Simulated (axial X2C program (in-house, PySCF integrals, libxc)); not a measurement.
# Nuclear properties of MoTe⁻

Computed with an in-house all-electron X2C program for linear molecules (integrals from PySCF): two-component X2C with atomic mean-field Coulomb and Gaunt terms, Gaussian nuclei, basis Te dyall-acv3z, Mo dyall-acv3z with contracted cores.

R = 2.590 Å (near the PBE0 minimum at charge -1 of the determinant lowest at the starting distance; the state shown can have its own minimum elsewhere).

Determinant lowest in the PBE0 search, Ω = 5/2 (⟨Sz⟩ = 2.50, ⟨Lz⟩ = 0.00 at PBE0), spin on the atoms Te -0.06, Mo 2.57:

| level | Eeff magnitude (GV/cm) | Ws magnitude Te (kHz) | Ws magnitude Mo (kHz) | A∥/gI Te (MHz) | qzz Te (a.u.) | A∥/gI Mo (MHz) | qzz Mo (a.u.) |
| --- | --- | --- | --- | --- | --- | --- | --- |
| PBE0 | 0.383 | 0.36 | 0.289 | -29.6 | 2.44 | 341 | 0.37 |
| HF | 3.07 | 1.06 | 0.296 | -72 | 2.66 | 195 | 0.27 |
| PBE50 | 1.2 | 0.526 | 0.26 | -35.2 | 2.52 | 304 | 0.31 |
| BHandHLYP | 0.353 | 0.419 | 0.342 | -35.9 | 2.49 | 299 | 0.34 |
| B3LYP | 0.247 | 0.263 | 0.339 | -32 | 2.41 | 354 | 0.38 |

Determinant 0.76 eV from it at PBE0 and this distance, Ω = 7/2 (⟨Sz⟩ = 2.52, ⟨Lz⟩ = 0.98 at PBE0), spin on the atoms Te -0.19, Mo 2.72:

```json
{"level": "PBE0", "Eeff magnitude (GV/cm)": "2.93", "Ws magnitude Te (kHz)": "0.21", "Ws magnitude Mo (kHz)": "0.29", "A∥/gI Te (MHz)": "238", "qzz Te (a.u.)": "-2.86", "A∥/gI Mo (MHz)": "374", "qzz Mo (a.u.)": "-1.87"}
{"level": "HF", "Eeff magnitude (GV/cm)": "1.17", "Ws magnitude Te (kHz)": "0.246", "Ws magnitude Mo (kHz)": "0.0651", "A∥/gI Te (MHz)": "177", "qzz Te (a.u.)": "-3.07", "A∥/gI Mo (MHz)": "162", "qzz Mo (a.u.)": "-2.46"}
{"level": "PBE50", "Eeff magnitude (GV/cm)": "2.26", "Ws magnitude Te (kHz)": "0.0946", "Ws magnitude Mo (kHz)": "0.282", "A∥/gI Te (MHz)": "246", "qzz Te (a.u.)": "-3.22", "A∥/gI Mo (MHz)": "330", "qzz Mo (a.u.)": "-2.11"}
{"level": "BHandHLYP", "Eeff magnitude (GV/cm)": "3.35", "Ws magnitude Te (kHz)": "0.237", "Ws magnitude Mo (kHz)": "0.325", "A∥/gI Te (MHz)": "228", "qzz Te (a.u.)": "-2.88", "A∥/gI Mo (MHz)": "345", "qzz Mo (a.u.)": "-1.95"}
{"level": "B3LYP", "Eeff magnitude (GV/cm)": "3.8", "Ws magnitude Te (kHz)": "0.335", "Ws magnitude Mo (kHz)": "0.318", "A∥/gI Te (MHz)": "219", "qzz Te (a.u.)": "-2.56", "A∥/gI Mo (MHz)": "402", "qzz Mo (a.u.)": "-1.72"}
```

Eeff is the effective electric field on the electron electric dipole moment in this Ω state and Ws the scalar–pseudoscalar constant of the nucleus named (defined with the proton number Z and per Ω); A∥ (defined per Ω) follows by multiplying with gI = μI/(I μN); qzz is the electric field gradient, eQq0 = 234.96 MHz × Q/barn × qzz. The operators were transformed with the bare-nucleus X2C matrices; with these basis sets, hyperfine constants and field gradients can be off by tens of per cent, and where levels differ in sign neither size nor sign is settled.

With gI(95Mo) = -0.3657, Q(95Mo) = -0.022 barn (g factors from the IAEA table of nuclear moments by Stone; Q from Pyykkö, Mol. Phys. 2018), turn the PBE0 values of the first state into constants in MHz.

A∥(95Mo) = 341 × -0.3657 = -125 MHz; eQq0(95Mo) = 234.96 × (-0.022) × (0.37) = -1.91 MHz.

Each state is one determinant with collinear spin, which with several unpaired electrons need not be a pure state. Unrestricted Hartree–Fock can overshoot spin polarisation at the nuclei. In the state Ω = 5/2 the sign of Eeff differs between levels (B3LYP against PBE0). In the state Ω = 7/2 the sign of Eeff differs between levels (HF against PBE0). For an anion, determinants above electron detachment, or with a positive highest level, are held by the basis set. This is the top spin component of a Σ state; components of lower Ω are not single determinants and can lie lower. With several open shells hyperfine constants can be off by a factor of several. Where Eeff spreads by more than a factor of two the levels disagree and none is to be relied on. The search compared states at one distance, so a state with another bond length can lie lower. The sign of Ws at Te differs between levels in the second state. Further determinants of the search, some of them spin-mixed, are not shown. Where a field gradient or hyperfine factor spreads by more than a factor of two over the levels, a constant derived from it is not to be relied on. PBE0 term energies can be off by some tenths of an eV.
